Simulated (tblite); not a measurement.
Start geometry of `C=CC[SiH2][Si@@H](P)C[SiH3]` from a force field or distance geometry (Å):
```
atom  x, y, z in Å
C1    -3.2158   -2.1422    0.7101
C2    -3.2331   -0.8821    0.2021
C3    -2.1692    0.0164    0.7450
Si4   -1.0333    0.6871   -0.5486
Si5    1.0316    0.1803    0.1675
P6     1.1947   -1.9442    0.7272
C7     2.3018    0.7159   -1.0739
Si8    3.1722    2.2182   -0.3493
H9    -2.4530   -2.3945    1.4607
H10   -3.9546   -2.8813    0.3940
H11   -3.9597   -0.5757   -0.5304
H12   -2.7221    0.9010    1.1783
H13   -1.6023   -0.4688    1.5422
H14   -1.1635    2.1570   -0.6711
H15   -1.2718    0.1044   -1.8849
H16    1.2328    0.9665    1.4157
H17    2.5945   -2.3491    0.5049
H18    0.2804   -2.7568   -0.0667
H19    3.0172   -0.1480   -1.1718
H20    1.8929    0.8923   -2.0579
H21    4.1759    1.7159    0.5797
H22    2.1727    2.9757    0.4342
H23    3.7069    3.0389   -1.4240
```

Question: What comes out of this run: tblite 0.8.0, GFN2-xTB geometry optimisation, gas phase?

Answer: 
```
atom  x, y, z in Å
C1    -2.444   -2.124    1.026
C2    -2.750   -1.081    0.271
C3    -2.565    0.337    0.675
Si4   -1.032    1.092   -0.192
Si5    0.884   -0.122    0.329
P6     0.581   -2.354    0.176
C7     2.338    0.431   -0.791
Si8    2.995    2.190   -0.498
H9    -2.067   -2.003    2.029
H10   -2.583   -3.136    0.687
H11   -3.138   -1.231   -0.729
H12   -3.450    0.916    0.411
H13   -2.436    0.403    1.756
H14   -0.949    2.496    0.234
H15   -1.326    1.128   -1.635
H16    1.331    0.037    1.729
H17    1.854   -2.610   -0.301
H18    0.061   -2.325   -1.105
H19    3.165   -0.271   -0.669
H20    2.028    0.344   -1.834
H21    3.550    2.289    0.851
H22    1.898    3.146   -0.662
H23    4.051    2.476   -1.474
```

The energy falls by 1.287 eV over 272 L-BFGS steps, the largest force on an atom goes from 3.15 to 0.009 eV/Å, and the atoms move by 0.884 Å rms after alignment. The bond that changes most is P6–H17 (three-coordinate phosphorus to P–H hydrogen), which shortens by 0.091 Å. Bonds longer at the end by more than 0.005 Å: 9 of 22; shorter: 11. Among the angles that change most is H17–P6–H18, from 111.1° to 91.7°. Among the dihedrals that turn most is C2–C3–Si4–H15, from -6° to 65°. Rotational constants go from 1579, 485.8, 394.8 to 1419, 553.6, 419.7 MHz. The orientation of the end geometry is arbitrary; only internal coordinates are fixed.

Hardware: one thread of an Intel Xeon at 2.50 GHz, on a shared host. Cost: 13 s wall.

Its lowest GFN2-xTB frequency is 12 cm⁻¹, too small to tell a flat minimum from a shallow saddle. The numbers are those of one conformer.

These are computed values.
